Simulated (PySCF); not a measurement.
NO (SMILES [N]=O), doublet, geometry from GFN2-xTB; CAMB3LYP/6-31G** (PySCF).

The PySCF input:
```python
from pyscf import gto, scf, dft

mol = gto.M(
    atom='''
N    -0.00000000   -0.00000000   -0.61625478
O     0.00000000    0.00000000    0.53922293
''',
    basis='6-31g**',
    spin=1,
    verbose=4,
)

mf = dft.UKS(mol)
mf.xc = 'camb3lyp'
mf.DIIS = scf.EDIIS
mf.kernel()
```

Task: Predict the main parts of the log of this PySCF run.

Result: 
```
PySCF version 2.14.0

[INPUT] verbose = 4
[INPUT] num. atoms = 2
[INPUT] num. electrons = 15
[INPUT] charge = 0
[INPUT] spin (= nelec alpha-beta = 2S) = 1
[INPUT] symmetry False subgroup None
[INPUT] Mole.unit = angstrom
[INPUT] Symbol           X                Y                Z      unit          X                Y                Z       unit  Magmom
[...]
nuclear repulsion = 25.6464694689091
number of shells = 12
number of NR pGTOs = 54
number of NR cGTOs = 28
basis = 6-31g**
ecp = {}

******** <class 'pyscf.dft.uks.UKS'> ********
method = UKS
initial guess = minao
damping factor = 0
level_shift factor = 0
DIIS = <class 'pyscf.scf.diis.EDIIS'>
diis_start_cycle = 1
diis_space = 8
diis_damp = 0
SCF conv_tol = 1e-09
SCF conv_tol_grad = None
SCF max_cycles = 50
direct_scf = True
direct_scf_tol = 1e-13
number electrons alpha = 8  beta = 7
XC library pyscf.dft.libxc version 7.1.2
    S. Lehtola, C. Steigemann, M. J. T. Oliveira, and M. A. L. Marques,  SoftwareX 7, 1–5 (2018)
XC functionals = camb3lyp
    T. Yanai, D. P. Tew, and N. C. Handy,  Chem. Phys. Lett. 393, 51 (2004)
radial grids:
    Treutler-Ahlrichs [JCP 102, 346 (1995); DOI:10.1063/1.469408] (M4) radial grids

becke partition: Becke, JCP 88, 2547 (1988); DOI:10.1063/1.454033
pruning grids: <function nwchem_prune>
grids dens level: 3
symmetrized grids: False
atomic radii adjust function: <function treutler_atomic_radii_adjust>
small_rho_cutoff = 0
Set gradient conv threshold to 3.16228e-05
tot grids = 27984
init E= -129.965781603456

cycle= 1 E= -129.788523401811  delta_E= 0.177  |g|= 0.365  |ddm|= 1.32
cycle= 2 E= -129.674645116819  delta_E= 0.114  |g|= 0.684  |ddm|= 0.513
cycle= 3 E= -129.823614739517  delta_E= -0.149  |g|= 0.214  |ddm|= 0.453
cycle= 4 E= -129.823614735682  delta_E= 3.83e-09  |g|= 0.214  |ddm|= 1.34e-08
cycle= 5 E= -129.823614735401  delta_E= 2.81e-10  |g|= 0.214  |ddm|= 9.79e-10
cycle= 6 E= -129.823614736906  delta_E= -1.5e-09  |g|= 0.214  |ddm|= 5.25e-09
cycle= 7 E= -129.823614735459  delta_E= 1.45e-09  |g|= 0.214  |ddm|= 5.04e-09
cycle= 8 E= -129.823614735459  delta_E= 5.12e-13  |g|= 0.214  |ddm|= 1.35e-12
cycle= 9 E= -129.823614735272  delta_E= 1.86e-10  |g|= 0.214  |ddm|= 6.49e-10
cycle= 10 E= -129.813795162932  delta_E= 0.00982  |g|= 0.27  |ddm|= 0.041
cycle= 11 E= -129.777998631256  delta_E= 0.0358  |g|= 0.42  |ddm|= 0.35
cycle= 12 E= -129.837156142765  delta_E= -0.0592  |g|= 0.0896  |ddm|= 0.255
[...]
cycle= 21 E= -129.839923217306  delta_E= -0.0103  |g|= 0.0116  |ddm|= 0.0804
cycle= 22 E= -129.839923217381  delta_E= -7.52e-11  |g|= 0.0116  |ddm|= 4.66e-09
cycle= 23 E= -129.839923217562  delta_E= -1.8e-10  |g|= 0.0116  |ddm|= 1.12e-08
cycle= 24 E= -129.839923217464  delta_E= 9.81e-11  |g|= 0.0116  |ddm|= 6.08e-09
cycle= 25 E= -129.839923217425  delta_E= 3.88e-11  |g|= 0.0116  |ddm|= 2.42e-09
cycle= 26 E= -129.839923217509  delta_E= -8.44e-11  |g|= 0.0116  |ddm|= 5.24e-09
cycle= 27 E= -129.839923217436  delta_E= 7.28e-11  |g|= 0.0116  |ddm|= 4.52e-09
cycle= 28 E= -129.835947746147  delta_E= 0.00398  |g|= 0.107  |ddm|= 0.0599
cycle= 29 E= -129.838863762387  delta_E= -0.00292  |g|= 0.0561  |ddm|= 0.0826
cycle= 30 E= -129.839660032242  delta_E= -0.000796  |g|= 0.0298  |ddm|= 0.0133
cycle= 31 E= -129.839660031986  delta_E= 2.55e-10  |g|= 0.0298  |ddm|= 6.15e-09
cycle= 32 E= -129.839660031791  delta_E= 1.95e-10  |g|= 0.0298  |ddm|= 4.7e-09
cycle= 33 E= -129.839660032787  delta_E= -9.96e-10  |g|= 0.0298  |ddm|= 2.4e-08
cycle= 34 E= -129.839660032441  delta_E= 3.46e-10  |g|= 0.0298  |ddm|= 8.33e-09
cycle= 35 E= -129.839660033716  delta_E= -1.27e-09  |g|= 0.0298  |ddm|= 3.07e-08
cycle= 36 E= -129.839660031484  delta_E= 2.23e-09  |g|= 0.0298  |ddm|= 5.38e-08
cycle= 37 E= -129.838860732796  delta_E= 0.000799  |g|= 0.0562  |ddm|= 0.0434
cycle= 38 E= -129.839887017564  delta_E= -0.00103  |g|= 0.0155  |ddm|= 0.0363
cycle= 39 E= -129.839887017516  delta_E= 4.75e-11  |g|= 0.0155  |ddm|= 2.21e-09
cycle= 40 E= -129.839887017539  delta_E= -2.27e-11  |g|= 0.0155  |ddm|= 1.05e-09
cycle= 41 E= -129.839887016908  delta_E= 6.31e-10  |g|= 0.0155  |ddm|= 2.92e-08
cycle= 42 E= -129.839887017631  delta_E= -7.23e-10  |g|= 0.0155  |ddm|= 3.35e-08
cycle= 43 E= -129.839887018004  delta_E= -3.73e-10  |g|= 0.0155  |ddm|= 1.73e-08
cycle= 44 E= -129.839887017514  delta_E= 4.9e-10  |g|= 0.0155  |ddm|= 2.27e-08
cycle= 45 E= -129.839770796524  delta_E= 0.000116  |g|= 0.0239  |ddm|= 0.00425
cycle= 46 E= -129.839668683274  delta_E= 0.000102  |g|= 0.0294  |ddm|= 0.0269
cycle= 47 E= -129.839968014215  delta_E= -0.000299  |g|= 0.00319  |ddm|= 0.0165
cycle= 48 E= -129.839968014179  delta_E= 3.64e-11  |g|= 0.00319  |ddm|= 8.2e-09
cycle= 49 E= -129.839968013911  delta_E= 2.68e-10  |g|= 0.00319  |ddm|= 6.05e-08
cycle= 50 E= -129.839968014024  delta_E= -1.14e-10  |g|= 0.00319  |ddm|= 2.56e-08
SCF not converged.
SCF energy = -129.839968014024 after 50 cycles  <S^2> = 0.75263498  2S+1 = 2.0026332
```

Convergence was not reached.
